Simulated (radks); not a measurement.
Task: These are the eigenvalues of the occupied orbitals of an atom or ion with whole-number occupations (eV). Method: Dirac Kohn-Sham, exchange-only LDA, spin-unpolarised, spherical densities, finite nucleus; Fermi nuclear charge, rms radius of each element as measured or else 0.836 A^(1/3) + 0.57 fm; computed with a radial shooting solver on a logarithmic mesh with Libxc functionals.

1s1/2: -10955.34
2s1/2: -1386.865
2p1/2: -1236.924
2p3/2: -1205.123
3s1/2: -185.8616
3p1/2: -136.4303
3p3/2: -132.1426
3d3/2: -48.0713
3d5/2: -47.4835
4s1/2: -28.2999

Which element is it, and in what charge state? The configuration may be excited. Open shells, if any, fill j = l - 1/2 first.

Result: Z = 32, germanium, charge +2: Ge2+ in [Ar] 3d10 4s2. The list shows which subshells hold electrons but not how many an open one holds; the 1s level, -402.6 hartree, gives Z - s = 28.4 by -(Z - s)^2/2, which with screening and relativity narrows Z to a few neighbours, and the depths of the outer levels then fix element, charge and occupations together.
